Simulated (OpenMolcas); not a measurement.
Results of a calculation; reference values are marked as such.
Rh7+: input and output

Input:

```
&GATEWAY
Coord
1

Rh 0.0 0.0 0.0
Basis=ANO-R3
Group=XYZ
NoMove
AngMom=0.0 0.0 0.0
AMFI
&SEWARD
&RASSCF
FileOrb=start.orb
Symmetry=1
Spin=3
nActEl=2 0 0
Inactive=9 9
Ras2=5 0
CIRoot=10 10 1
SDav=10
CIMx=300
Iter=120 100
PrWF=0.3
OrbListing=Nothing
MaxOrb=0
Atom
>>> COPY $Project.JobIph JOB001
&RASSCF
FileOrb=start.orb
Symmetry=1
Spin=1
nActEl=2 0 0
Inactive=9 9
Ras2=5 0
CIRoot=15 15 1
SDav=15
CIMx=300
Iter=120 100
PrWF=0.3
OrbListing=Nothing
MaxOrb=0
Atom
CIOnly
>>> COPY $Project.JobIph JOB002
&RASSI
NrOfJobIphs=2 10 15
1 2 3 4 5 6 7 8 9 10
1 2 3 4 5 6 7 8 9 10 11 12 13 14 15
IphNames
JOB001
JOB002
EJob
SpinOrbit
DIPRint=1.0
SOCoupling=1000.0
Subsets=2
MEES
Property=10
'ANGMOM' 1 'ANGMOM' 2 'ANGMOM' 3 'MLTPL  1' 1 'MLTPL  1' 2 'MLTPL  1' 3
'AMFI' 1 'AMFI' 2 'AMFI' 3 'MLTPL  2' 6
SOProperty=3
'ANGMOM' 1 'ANGMOM' 2 'ANGMOM' 3
```

Launched by
```bash
OMP_NUM_THREADS=1 MOLCAS_MEM=2252 MOLCAS_PROJECT=a pymolcas a.inp > a.log  # once for each step of the input, in one work folder
```

A driver script runs the steps one by one and writes start.orb anew before each from the orbitals found so far, so a CI-only block uses the converged orbitals of the first block.

Output, cut to the results:

```
--- SEWARD ---
Basis set label: RH.ANO-R...8S6P5D3F2G1H.

      Electronic valence basis set:
      ------------------
      Associated Effective Charge  45.000000 au
      Associated Actual Charge     45.000000 au
      Nuclear Model: Finite nucleus - Gaussian distribution
        Gaussian exponent, Xi/bohr**(-2):  2.08466E+08

      Shell  nPrim  nBasis  Cartesian Spherical Contaminant
         s      23       8        X
         p      16       6        X
         d      12       5                 X
         f       6       3                 X
         g       5       2                 X
         h       3       1                 X
                  Relativistic X2C integrals
                  Atomic mean-field integrals
--- RASSCF ---
Wave function specifications:
      -----------------------------

      Number of closed shell electrons          36
      Number of electrons in active shells       2
      Max number of holes in RAS1 space          0
      Max nr of electrons in RAS3 space          0
      Number of inactive orbitals               18
      Number of active orbitals                  5
      Number of secondary orbitals              78
      Spin quantum number                      1.0
      State symmetry                             1
Orbital specifications:
      -----------------------

      Symmetry species                           1   2
                                                ag  au
      Frozen orbitals                            0   0
      Inactive orbitals                          9   9
      Active orbitals                            5   0
      RAS1 orbitals                              0   0
      RAS2 orbitals                              5   0
      RAS3 orbitals                              0   0
      Secondary orbitals                        37  41
      Deleted orbitals                           0   0
      Number of basis functions                 51  50
      Number of CSFs                            10
      Number of root(s) required                10
      Iter CI   SX   CI       RASSCF       Energy    max ROT     max BLB   max BLB  Level Ln srch  Step   QN
          iter iter root      energy       change     param      element    value   shift minimum  type update
 Nr of preliminary CI iterations:   1
      Total energies have been shifted. Add                -4000.00 au
        1   1    2    0  -768.93141701    0.00E+00   3.59E-08    9  18 1  3.14E-07   0.00   0.00    SX    NO
        2   1    2    0  -768.93141701   -1.09E-11  -5.92E-09    7  10 2  5.00E-08   0.00   0.00    SX    NO
        3   1    1    0  -768.93141701    9.09E-12   0.00E+00    7  16 2 -2.54E-08   0.00   0.00    SX    NO
        4   1    1    0  -768.93141701   -4.55E-12   0.00E+00    7  16 2 -2.54E-08   0.00   0.00    SX    NO
      Convergence after  4 iterations
        5   1    1    0  -768.93141701    6.37E-12   0.00E+00    7  16 2 -2.54E-08   0.00   0.00    SX    NO
      Natural orbitals and occupation numbers for root  1
      sym 1:  -0.000000   0.176874   0.823126   0.823126   0.176874
      Natural orbitals and occupation numbers for root  2
      sym 1:   0.000000   0.248435   0.248435   0.751565   0.751565
      Natural orbitals and occupation numbers for root  3
      sym 1:  -0.000000   0.251860   0.748140   0.748140   0.251860
::    RASSCF root number  1 Total energy:  -4768.95439912
::    RASSCF root number  2 Total energy:  -4768.95439912
::    RASSCF root number  3 Total energy:  -4768.95439912
::    RASSCF root number  4 Total energy:  -4768.95439912
::    RASSCF root number  5 Total energy:  -4768.95439912
::    RASSCF root number  6 Total energy:  -4768.95439912
::    RASSCF root number  7 Total energy:  -4768.95439912
::    RASSCF root number  8 Total energy:  -4768.87779208
::    RASSCF root number  9 Total energy:  -4768.87779208
::    RASSCF root number 10 Total energy:  -4768.87779208
--- RASSCF ---
Wave function specifications:
      -----------------------------

      Number of closed shell electrons          36
      Number of electrons in active shells       2
      Max number of holes in RAS1 space          0
      Max nr of electrons in RAS3 space          0
      Number of inactive orbitals               18
      Number of active orbitals                  5
      Number of secondary orbitals              78
      Spin quantum number                      0.0
      State symmetry                             1
Orbital specifications:
...
--- RASSI ---
SPIN-FREE ENERGIES:
  (Shifted by EMIN (a.u.) =      -4768.9543991158)

 SF State       Relative EMIN(au)   Rel lowest level(eV)    D:o, cm**(-1)      L_eff

     1             0.0000000000        0.0000000000              0.0000         3.0
     2             0.0000000000        0.0000000000              0.0000         3.0
     3             0.0000000000        0.0000000000              0.0000         3.0
     4             0.0000000000        0.0000000000              0.0000         3.0
     5             0.0000000000        0.0000000000              0.0000         3.0
     6             0.0000000000        0.0000000000              0.0000         3.0
     7             0.0000000000        0.0000000000              0.0000         3.0
    11             0.0679885238        1.8500619811          14921.7562         2.0
    12             0.0679885238        1.8500619811          14921.7562         2.0
    13             0.0679885238        1.8500619811          14921.7562         2.0
    14             0.0679885238        1.8500619811          14921.7562         2.0
    15             0.0679885238        1.8500619811          14921.7562         2.0
    10             0.0766070329        2.0845835605          16813.3003         1.0
     8             0.0766070329        2.0845835605          16813.3003         1.0
     9             0.0766070329        2.0845835605          16813.3003         1.0
    16             0.1037384725        2.8228676426          22767.9630         4.0
    17             0.1037384725        2.8228676426          22767.9630         4.0
    18             0.1037384725        2.8228676426          22767.9630         4.0
    19             0.1037384725        2.8228676426          22767.9630         4.0
    20             0.1037384725        2.8228676426          22767.9630         4.0
    21             0.1037384725        2.8228676426          22767.9630         4.0
...
```

Levels above the lowest, from the spin-orbit matrix, grouped by J:

```csv
Configuration,Term,J,E (cm-1),g,Term weight %,Second
4d2,3F,2,0.0,0.674,98,2 1D
4d2,3F,3,3302,1.084,100,
4d2,3F,4,6915,1.248,99,
4d2,1D,2,17853,1.143,68,30 3P
4d2,3P,0,18664,,99,
4d2,3P,1,20115,1.501,100,
4d2,3P,2,23788,1.350,70,29 1D
4d2,1G,4,27197,1.002,99,
4d2,1S,0,62023,,99,
```

Without dynamic correlation excited terms often stand tens of per cent too high (terms of higher spin than the ground term too low), and those without a measured partner can miss by more than the paired ones. Terms from blocks run as CI alone lack orbitals of their own. Levels of configurations outside the active space are missing.

The RASSCF and RASSI steps took 13 s on 1 thread of Intel(R) Xeon(R) Platinum 8375C CPU @ 2.90GHz (Ice Lake), with other jobs on the host; the integral step is not counted.

The term weight is that of the spin-free term in the level, not the purity of its configuration.
